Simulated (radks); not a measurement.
Initial-state core-level shifts of the gold ion Au3+ when its valence configuration changes from [Xe] 4f14 5d8. Calculated with a radial shooting solver on a logarithmic mesh with Libxc functionals: scalar-relativistic Kohn-Sham, SCAN, spin-polarised, spherical densities, finite nucleus; open shells are filled with parallel spins first (spin-orbit coupling, left out, can overturn this in heavy ions); meta-GGA in the generalised Kohn-Sham scheme; Fermi nuclear charge, rms radius 5.4371 fm. Shifts are changes of the shell-averaged eigenvalues in eV (positive: less bound); the change of the density at the nucleus, which sets a Mossbauer isomer shift, is in e/bohr^3, on a base of 2.301e+06.

valence,1s,2p,3d,5p,density at nucleus
4f14 5d7 6p1,-5.930,-6.101,-6.052,-5.194,+21.9
4f14 5d7 6s1,-4.335,-4.534,-4.472,-3.601,+263.1
4f13 5d8 6s1,-17.529,-18.718,-20.608,-7.440,+414.1
4f13 5d8 6p1,-19.131,-20.290,-22.194,-9.052,+167.2
4f13 5d9,-12.985,-13.968,-15.924,-3.690,+143.7
4f13 5d7.5 6s1 6p0.5,-20.584,-21.867,-23.726,-10.062,+433.1
4f12 5d8 6s2,-36.020,-38.488,-42.336,-15.015,+889.4
4f13 5d7 6p2,-25.203,-26.565,-28.403,-14.214,+192.9
4f12 5d8 6p2,-38.970,-41.378,-45.266,-18.111,+344.3
